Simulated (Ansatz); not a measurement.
Computed with Ansatz on PBE0-D4/def2-TZVP structures; ΔE is electronic, products minus reactants. CCSD(T)/CBS is the MP2 limit (def2-TZVPP, def2-QZVPP) plus CCSD(T) − MP2 in def2-TZVPP, frozen cores. Elements past krypton have def2 core potentials. For Ti, Zr outer-core shells are correlated without core-valence functions, which leaves a few kJ/mol of doubt a bond. Scalar relativity is left out up to krypton. Each species was taken in one conformer, which may not be the lowest.

Consider the redistribution: `[CH3][Ti]([CH3])([CH3])[CH3]` + `[NH2][Zr]([OH])([F])[F]` → `[CH3][Ti]([CH3])([CH3])[F]` + `[CH3][Zr]([NH2])([OH])[F]`.

```tsv
species	CCSD(T)/CBS(def2) energy (Eh)
`[CH3][Ti]([CH3])([CH3])[CH3]`	-1008.31720
`[NH2][Zr]([OH])([F])[F]`	-378.52886
`[CH3][Ti]([CH3])([CH3])[F]`	-1068.33930
`[CH3][Zr]([NH2])([OH])[F]`	-318.51111
```

(1) Work out ΔE.

Largest T1 diagnostic among the species: 0.020, so the coupled-cluster value is less sure than usual.

Results:

(1) ΔE = (-1068.33930) + (-318.51111) − (-1008.31720) − (-378.52886) = -0.00435 Eh = -11.4 kJ/mol.

Leaving LDA and LC-ωPBE aside and taking each functional with its dispersion term where it has one, the values, not all of them listed here, spread over 3.3 kJ/mol, from PBE-D4 to B3LYP-D4.

B3LYP here is the variant with VWN-RPA as its local correlation; programs differ in this.
